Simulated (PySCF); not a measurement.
Molecular orbitals of InC⁺

r²SCANh at R = 2.890 Å; PySCF, scalar-relativistic core potentials, basis sets In cc-pVDZ-PP with ECP28, C cc-pVDZ. State: ³Π (triplet), unpaired electrons σ ↑, π ↑. Only the outer orbitals are listed, counted within each symmetry, core potentials removing the inner ones.

```json
{"spin": "α", "orbital": "5σ", "occ.": "1", "ε (eV)": "-21.65", "on In (%)": "2", "main shells (%)": "98 C s"}
{"spin": "α", "orbital": "6σ", "occ.": "1", "ε (eV)": "-15.27", "on In (%)": "85", "main shells (%)": "85 In s, 14 C p"}
{"spin": "α", "orbital": "3π", "occ.": "1", "ε (eV)": "-12.61", "on In (%)": "2", "main shells (%)": "98 C p"}
{"spin": "α", "orbital": "7σ", "occ.": "1", "ε (eV)": "-12.55", "on In (%)": "23", "main shells (%)": "77 C p, 13 In s, 9 In p"}
{"spin": "α", "orbital": "3π", "occ.": "0", "ε (eV)": "-9.96", "on In (%)": "6", "main shells (%)": "94 C p"}
{"spin": "α", "orbital": "4π", "occ.": "0", "ε (eV)": "-7.46", "on In (%)": "99", "main shells (%)": "99 In p"}
{"spin": "α", "orbital": "4π", "occ.": "0", "ε (eV)": "-7.41", "on In (%)": "95", "main shells (%)": "95 In p"}
{"spin": "β", "orbital": "5σ", "occ.": "1", "ε (eV)": "-18.37", "on In (%)": "7", "main shells (%)": "92 C s"}
{"spin": "β", "orbital": "6σ", "occ.": "1", "ε (eV)": "-14.78", "on In (%)": "93", "main shells (%)": "93 In s"}
{"spin": "β", "orbital": "3π", "occ.": "0", "ε (eV)": "-9.13", "on In (%)": "11", "main shells (%)": "89 C p, 10 In p"}
{"spin": "β", "orbital": "7σ", "occ.": "0", "ε (eV)": "-8.38", "on In (%)": "45", "main shells (%)": "53 C p, 43 In p"}
{"spin": "β", "orbital": "3π", "occ.": "0", "ε (eV)": "-7.82", "on In (%)": "66", "main shells (%)": "65 In p, 34 C p"}
```

**Question.** Which are the highest filled and the lowest empty level, where do they sit, and how wide is the gap?

**Answer.** Highest filled α 7σ at -12.55 eV (in %: 77 C p, 13 In s, 9 In p); lowest empty α 3π at -9.96 eV (in %: 94 C p); the gap at r²SCANh is 2.59 eV.

| Item | Value |
| --- | --- |
| bond order (Mayer) | 0.27 |
| ⟨S²⟩ | 2.008 |
| charge on In (Mulliken, basis-dependent) | 0.89 |
| charge on In (Löwdin, basis-dependent) | 0.82 |
| dipole moment (positive dipole points towards C; it is taken about the centre of mass and depends on that origin) | 0.84 D |

Spin–orbit coupling is left out. The state is the lowest determinant that a PBE0 search found; another state may lie lower at other levels.
